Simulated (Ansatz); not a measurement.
**Worked example: CH2ClI + BH2I → CH2I2 + BH2Cl**

Species: CH2ClI (chloroiodomethane) `ClCI`, singlet; BH2I `BI`, singlet; CH2I2 `ICI`, singlet; BH2Cl `BCl`, singlet. The partners trade Cl for I: C–Cl and B–I bonds give way to C–I and B–Cl.

Shapes, held fixed at every level: PBE0-D4/def2-TZVP. Programs: Ansatz 0.2.0. The zero-point and thermal change to 298 K, harmonic and unscaled (PBE0-D4/def2-TZVP), is 0.0 kJ/mol.

At CCSD(T)/def2-TZVPP; 1 Eh = 2625.50 kJ/mol:

| species | energy (Eh) |
| --- | --- |
| CH2ClI | -796.094860 |
| BH2I | -323.125743 |
| CH2I2 | -633.508921 |
| BH2Cl | -485.727891 |

**Question.** Work out ΔH(298 K) of the reaction at this level.

**Answer.** 
1. Products less reactants: (-633.508921) + (-485.727891) − [(-796.094860) + (-323.125743)] = -0.016209 Eh = -42.6 kJ/mol.
2. With the thermal change: -42.6 + (0.0) = -42.6 kJ/mol.

Other levels give -47.6 (CCSD(T)/def2-SVP) to -38.1 kJ/mol (PBE-D4/def2-TZVPP). No measured value is set beside it here. For atoms past krypton def2 sets carry core potentials with scalar relativity. Outer-core shells of I are correlated in most correlated rows, in sets that cover them unevenly.
